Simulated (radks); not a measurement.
The nuclear charge of the tungsten ion W+ is varied continuously with 73 electrons held in [Xe] 4f14 5d4 6s1. Calculated with a radial shooting solver on a logarithmic mesh with Libxc functionals: scalar-relativistic Kohn-Sham, PBE, spin-polarised, spherical densities, point nucleus; open shells are filled with parallel spins first (spin-orbit coupling, left out, can overturn this in heavy ions). By the Hellmann-Feynman theorem dE/dZ = E(electron-nucleus)/Z, the electronic potential at the nucleus. The scalar-relativistic energy here is not variational (the density holds large components alone), so the two differ by a part that grows with Z.

Z      E (hartree)  E(electron-nucleus)/Z (hartree)  HOMO  e(HOMO) (eV)  <r> HOMO (bohr)
73.5   -15872.0465                         -533.600    5d        -7.627            2.117
73.75  -16006.8310                         -536.373    5d       -10.100            2.028
74     -16142.3225                         -539.148    5d       -12.748            1.951
74.25  -16278.5215                         -541.924    6s       -15.179            2.818
74.5   -16415.4287                         -544.702    6s       -17.448            2.742
74.75  -16553.0449                         -547.483    6s       -19.817            2.672
75     -16691.3709                         -550.268    6s       -22.279            2.607

The central difference of E at Z = 74 is -543.381 hartree, to compare with the third column; the second derivative is -11.3 hartree.
